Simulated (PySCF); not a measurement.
CdSe, SMILES [Se]=[Cd].

Geometry: B3LYP-D3(BJ)/def2-TZVP. The def2 effective core potentials stand for the cores of Cd; spin–orbit coupling is left out.

Computed with IEF-PCM-ωB97X/def2-TZVPD (PySCF).

The values are the electrostatic part of the solvation free energy, E(continuum) − E(gas) at the gas-phase geometry, in a cavity of scaled van der Waals radii (PySCF's table); cavitation and dispersion terms are not included. A continuum can't describe solvent molecules that bind to the metal. In vacuum the orbital gap is 5.85 eV. The dipole moment in vacuum is 6.05 D.

```tsv
solvent	ε	ΔG(elec) (kcal/mol)	dipole (D)	gap (eV)
water	78.36	-34.0	13.23	7.55
acetonitrile	35.69	-32.9	13.03	7.49
benzene	2.27	-12.5	8.87	6.41
```
